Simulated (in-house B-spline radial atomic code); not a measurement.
## BP86 excitations of Br VIII (Br7+)

Method: BP86. Computed with an all-electron radial atomic-structure program (B-spline basis): linear response of the closed shell [Ar] 3d10 with the functional's adiabatic kernel; non-relativistic, point nucleus, no spin-orbit coupling, no double excitations, S, P, D and F terms only. Only terms of natural parity with L up to 3 were computed.

Without relativity these are model numbers for so heavy an element.

Command:
```bash
python run_td.py task.json out
```
Settings (radii: box in bohr, nucleus in fm):
```
Z                        35
electrons                28
configuration            [Ar] 3d10
hamiltonian              nr
method                   b88,p86
box_radius               12.81
intervals                53
```

Run time, properties included: 0.8 s on 1 thread of Intel(R) Xeon(R) Platinum 8488C (Sapphire Rapids), with other jobs on the host.

The lowest states, in the order of their Tamm-Dancoff energies; the method's threshold (minus the highest occupied level) is 176.95 eV. Labels give the largest channel, * marks a mixed state, and oscillator strengths are full-response dipole values. Semilocal kernels can invert the small singlet-triplet splittings of Rydberg terms. Energies in eV:

| state | full response | Tamm-Dancoff | oscillator strength |
| --- | --- | --- | --- |
| 3d → 4s 3D | 67.57 | 67.58 | - |
| 3d → 4s 1D | 68.29 | 68.29 | - |
| 3d → 4p 3P | 83.43 | 83.45 | - |
| 3d → 4p 3F | 83.59 | 83.60 | - |
| 3d → 4p 1F | 84.10 | 84.10 | - |
| 3d → 4p 1P | 85.43 | 85.52 | 0.542 |
| 3d → 4d 3S | ? | ? | - |
| 3d → 4d 3D | 109.35 | 109.36 | - |
| 3d → 4d 1D | 110.15 | 110.17 | - |
| 3d → 4d 1S | 116.48 | 117.34 | - |
| 3d → 5s 3D | 122.21 | 122.21 | - |
| 3d → 5s 1D | 122.41 | 122.41 | - |
| 3d → 5p 3P | 128.30 | 128.31 | - |
| 3d → 5p 3F | 128.35 | 128.36 | - |
| 3d → 5p 1F | 128.52 | 128.52 | - |
| 3d → 5p 1P | 128.92 | 128.94 | 0.0685 |
| 3d → 4f 3P | 130.67 | 130.67 | - |
| 3d → 4f 3F | 130.80 | 130.80 | - |
| 3d → 4f 1F | 130.94 | 130.94 | - |
| 3d → 4f 1P | ? | ? | ? |
| 3d → 5d 3S | 138.25 | 138.27 | - |
| 3d → 5d 3D | 138.61 | 138.61 | - |

(1) Where does 3d → 4f 1P lie?

(2) Where does 3d → 4d 3S lie?

(3) How large is the singlet-triplet splitting of 3d → 4s (D terms) in Tamm-Dancoff?

(4) What polarisabilities and dispersion coefficient does the method give?

Answers

(1) At 132.02 eV in full response, 132.09 eV in Tamm-Dancoff, oscillator strength 1.05.

(2) At 108.35 eV in full response, 108.39 eV in Tamm-Dancoff.

(3) 0.712 eV, from the unrounded values.

(4) Dipole 0.2771 bohr³, quadrupole 0.2185 bohr⁵, C6 0.3616 hartree·bohr⁶ for two such species.
